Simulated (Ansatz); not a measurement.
CH7SSbSi can be A, `C[SiH2][S][SbH2]`, or B, `[CH3][Sb]([SiH3])[SH]`.

Computed with Ansatz on PBE0-D4/def2-TZVP structures; ΔE is electronic, products minus reactants. CCSD(T)/CBS is the MP2 limit (def2-TZVPP, def2-QZVPP) plus CCSD(T) − MP2 in def2-TZVPP, frozen cores. DFT in def2-TZVPP. B3LYP here is the variant with VWN-RPA as its local correlation; programs differ in this. Elements past krypton have def2 core potentials. For Sb outer-core shells are correlated without core-valence functions, which leaves a few kJ/mol of doubt a bond. One conformer a species, not always the lowest.

A:

Z-matrix (Å, degrees):
```
C
Si 1 1.864
H 1 1.092 2 110.8
H 1 1.092 2 110.7 3 120.3
H 1 1.093 2 110.1 3 -119.9
S 2 2.138 1 107.6 3 -60.2
H 2 1.489 1 110.9 3 179.4
H 2 1.489 1 110.9 3 60.3
Sb 6 2.429 2 97.1 1 180.0
H 9 1.711 6 94.0 2 134.9
H 9 1.711 6 94.1 2 -134.0
```

B:

```xyz
11

C     1.749    0.190    0.439
Sb    0.407   -1.426   -0.072
Si   -1.253    0.114   -1.294
S    -0.896   -1.406    1.985
H     1.194    1.057    0.794
H     2.331    0.461   -0.444
H     2.422   -0.161    1.221
H    -2.507   -0.624   -1.593
H    -0.669    0.616   -2.569
H    -1.564    1.280   -0.420
H    -1.213   -0.100    1.953
```

(1) Which isomer does CCSD(T)/CBS put lower? Give the gap. (Best estimate.)

(2) Give E(B) − E(A) in kcal/mol with ωB97M-V, B3LYP-D4, PBE0-D4, CCSD/def2-TZVPP, B2PLYP, PBE-D4, CCSD(T)/def2-TZVPP. (Estimate.)

Largest T1 diagnostic: 0.013.

Results:

(1) Ansatz gave: A, by 10.6 kcal/mol.

(2) The calculation gave: ωB97M-V 12.8, B3LYP-D4 11.2, PBE0-D4 11.6, CCSD/def2-TZVPP 12.1, B2PLYP 11.8, PBE-D4 10.4, CCSD(T)/def2-TZVPP 11.7. None reverses the order clearly.

From PBE to PBE0 (25 % exact exchange), in def2-TZVPP and without D4, E(B) − E(A) moves by +1.2 kcal/mol. In def2-TZVPP, CCSD(T) changes the Hartree–Fock value by −2.5 kcal/mol (the triples alone add −0.4 kcal/mol) and MP2 by −2.7 kcal/mol.
